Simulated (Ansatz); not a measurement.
Reaction (ligand exchange at the Si–C bond): `N=C([SiH3])BO` + `O[SiH](F)F` → `F[SiH](F)O[SiH3]` + `N=CBO`

Gas-phase electronic energies from Ansatz, PBE0-D4/def2-TZVP geometries. CBS: MP2 limit from def2 TZ/QZ plus the TZ coupled-cluster correction, frozen cores. Functionals use def2-TZVPP. B3LYP here is the variant with VWN-RPA as its local correlation; programs differ in this. HSE06 is defined as in plane-wave codes. Each species was taken in one conformer, which may not be the lowest.

`N=C([SiH3])BO`:

Z-matrix (Å, degrees):
```
Si
C 1 1.903
H 1 1.486 2 111.1
H 1 1.486 2 111.1 3 121.2
H 1 1.490 2 106.8 3 -119.4
B 2 1.576 1 120.8 3 -60.6
N 2 1.282 1 122.7 3 119.4
O 6 1.352 2 116.4 1 0.1
H 6 1.198 2 121.8 1 -179.9
H 7 1.025 2 111.8 1 -0.0
H 8 0.960 6 114.0 2 180.0
```

`O[SiH](F)F`:

Z-matrix (Å, degrees):
```
Si
F 1 1.584
F 1 1.584 2 105.5
O 1 1.614 2 111.2 3 -120.7
H 1 1.463 2 110.2 3 118.9
H 4 0.958 1 120.9 2 58.5
```

`F[SiH](F)O[SiH3]`:

Cartesian coordinates in Å:
```
F -1.475 0.894 -1.719
Si -0.548 -0.353 -1.421
F 0.748 -0.176 -2.310
O -0.150 -0.382 0.128
Si 0.522 0.264 1.483
H -1.243 -1.581 -1.810
H 0.339 -0.712 2.583
H -0.159 1.539 1.814
H 1.966 0.507 1.252
```

`N=CBO`:

Cartesian coordinates in Å:
```
N -0.543 -0.831 0.919
C 0.085 0.252 0.691
B 0.381 0.556 -0.844
O -0.061 -0.358 -1.717
H -0.716 -0.995 1.911
H 0.396 0.922 1.502
H 0.958 1.524 -1.244
H -0.501 -1.069 -1.218
```

| level | ΔE (kJ/mol) | difference from CCSD(T)/CBS |
| --- | --- | --- |
| LDA (SPW92) | -111.2 | 14.8 |
| PBE-D4 | -108.1 | 17.9 |
| BLYP-D4 | -119.1 | 6.9 |
| r2SCAN-D4 | -122.4 | 3.6 |
| B97M-V | -124.5 | 1.5 |
| PBE0-D4 | -116.7 | 9.3 |
| r2SCANh-D4 | -124.2 | 1.8 |
| r2SCAN0-D4 | -126.7 | -0.7 |
| HSE06-D4 | -116.4 | 9.6 |
| BHLYP-D4 | -136.5 | -10.5 |
| ωB97X-V | -125.4 | 0.6 |
| ωB97M-V | -124.6 | 1.4 |
| B2PLYP | -129.1 | -3.1 |
| PBE-QIDH | -125.4 | 0.6 |
| PBE | -109.3 | 16.7 |
| revPBE | -108.7 | 17.3 |
| BLYP | -121.7 | 4.3 |
| r2SCAN | -122.7 | 3.3 |
| PBE0 | -117.8 | 8.2 |
| B3LYP | -127.9 | -1.9 |
| r2SCANh | -124.6 | 1.4 |
| r2SCAN0 | -127.1 | -1.1 |
| HSE06 | -117.4 | 8.6 |
| BHLYP | -137.7 | -11.7 |
| CAM-B3LYP | -133.0 | -7.0 |
| LC-ωPBE | -124.7 | 1.3 |
| RPA@PBE/def2-TZVPP | -125.4 | 0.6 |
| HF/def2-SVP | -142.7 | -16.7 |
| MP2/def2-SVP | -126.0 | 0.0 |
| CCSD/def2-SVP | -127.0 | -1.0 |
| CCSD(T)/def2-SVP | -123.7 | 2.3 |
| HF/def2-TZVPP | -148.0 | -22.0 |
| CCSD/def2-TZVPP | -129.4 | -3.4 |
| CCSD(T)/def2-TZVPP | -125.3 | 0.7 |
| HF/def2-QZVPP | -150.3 | -24.3 |
| MP2/def2-QZVPP | -128.7 | -2.7 |
| SCS-MP2/def2-QZVPP | -132.6 | -6.6 |
| HF/CBS(def2) | -150.6 | -24.6 |
| MP2/CBS(def2) | -128.2 | -2.2 |
| CCSD/CBS(def2) | -130.2 | -4.2 |
| CCSD(T)/CBS | -126.0 | 0 |

Largest T1 diagnostic among the species: 0.014.

In def2-TZVPP, CCSD(T) changes the Hartree–Fock value by +22.8 kJ/mol (the triples alone add +4.2 kJ/mol) and MP2 by +20.6 kJ/mol. From r2SCAN to r2SCAN0 (25 % exact exchange), in def2-TZVPP and without D4, ΔE moves by −4.4 kJ/mol.
